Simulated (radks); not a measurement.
Initial-state core-level shifts of the hafnium ion Hf2+ when its valence configuration changes from [Xe] 4f14 5d2. Method: non-relativistic Kohn-Sham, PBE, spin-unpolarised, spherical densities, point nucleus; relativity is left out, which matters for an element this heavy; computed with a radial shooting solver on a logarithmic mesh with Libxc functionals. Shifts are changes of the shell-averaged eigenvalues in eV (positive: less bound); the change of the density at the nucleus, which sets a Mossbauer isomer shift, is in e/bohr^3, on a base of 2.669e+05.

[
 {"valence": "4f13 5d3", "2s": "-10.225", "4s": "-10.095", "4d": "-9.755", "5s": "-3.891", "density at nucleus": "+13.47"},
 {"valence": "4f14 5d1 6s1", "2s": "-3.566", "4s": "-3.512", "4d": "-3.524", "5s": "-3.347", "density at nucleus": "+17.18"},
 {"valence": "4f14 5d1 6p1", "2s": "-4.653", "4s": "-4.604", "4d": "-4.615", "5s": "-4.419", "density at nucleus": "+2.24"},
 {"valence": "4f13 5d2 6p1", "2s": "-15.058", "4s": "-14.865", "4d": "-14.533", "5s": "-8.410", "density at nucleus": "+15.84"},
 {"valence": "4f13.5 5d2 6p0.5", "2s": "-7.356", "4s": "-7.293", "4d": "-7.133", "5s": "-4.177", "density at nucleus": "+7.66"},
 {"valence": "4f13 5d2 6s1", "2s": "-13.996", "4s": "-13.797", "4d": "-13.466", "5s": "-7.362", "density at nucleus": "+31.78"},
 {"valence": "4f14 6p2", "2s": "-9.535", "4s": "-9.406", "4d": "-9.430", "5s": "-8.936", "density at nucleus": "+5.06"},
 {"valence": "4f13 5d1 6s1 6p1", "2s": "-19.076", "4s": "-18.783", "4d": "-18.460", "5s": "-12.002", "density at nucleus": "+36.15"},
 {"valence": "4f13.5 5d2 6s0.5", "2s": "-6.817", "4s": "-6.750", "4d": "-6.591", "5s": "-3.642", "density at nucleus": "+15.09"}
]
